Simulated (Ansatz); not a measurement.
Relaxed structures of SiNHTe, singlet (PBE0-D4/def2-TZVP; forces vanish, vibrations not checked; lower isomers may exist, and structures with a doubtful reference or unclear bonds are left out; Å). Computed with Ansatz 0.2.0 (basis: def2-TZVPP); correlated methods freeze the cores. Filled d shells of the heavier atoms are correlated. Core potentials replace the inner electrons of the atoms past krypton. The def2 sets are not built for correlating such inner shells, so the correlated values are less sure here.

Question: Rank them by CCSD(T) energy, lowest first, and give each one's height above the lowest. Links in brackets join atoms within 1.22 times the sum of their covalent radii (1.1 for two metals). (Judge from chemistry; the value comes from the calculation.)
A.
SiNHTe ([N]1[Si][TeH]1)
```
4
angstrom
N 0.0476 -1.0328 -0.6157
Si -0.5260 -1.2829 0.9018
Te -0.4555 0.9698 -0.4495
H 0.9990 1.5424 0.1454
```
B.
SiNHTe ([N]1[SiH][Te]1)
```
4
angstrom
N 0.4712 -1.0483 -0.6556
Si 0.1569 0.4261 -0.0533
Te -1.2497 -1.2054 0.8904
H 0.6216 1.8277 -0.1815
```
C.
SiNHTe ([NH]1[Si][Te]1)
```
4
angstrom
N 0.4954 -1.0399 -0.4708
Si 0.2167 0.5505 -0.1532
Te -1.1977 -1.3322 0.8170
H 1.0020 -1.7871 -0.9099
```

Answer: By the calculation: C (0.000 eV), A (0.935 eV), B (1.931 eV). Heights count from the lowest.

T1 diagnostic: at most 0.024. The restricted Hartree–Fock reference is unstable towards an unrestricted one at one or more of these structures.

For scale, one of the runs: CCSD(T)/def2-TZVPP, 137 basis functions, launched by `ansatz run in.yaml --threads 2 --pin off --events-out ev --progress --plain --max-ram 4352MiB`. Hardware: 2 CPU threads of an Arm Neoverse V2, shared host. Wall time 25 s; peak host memory 0.82 GiB.
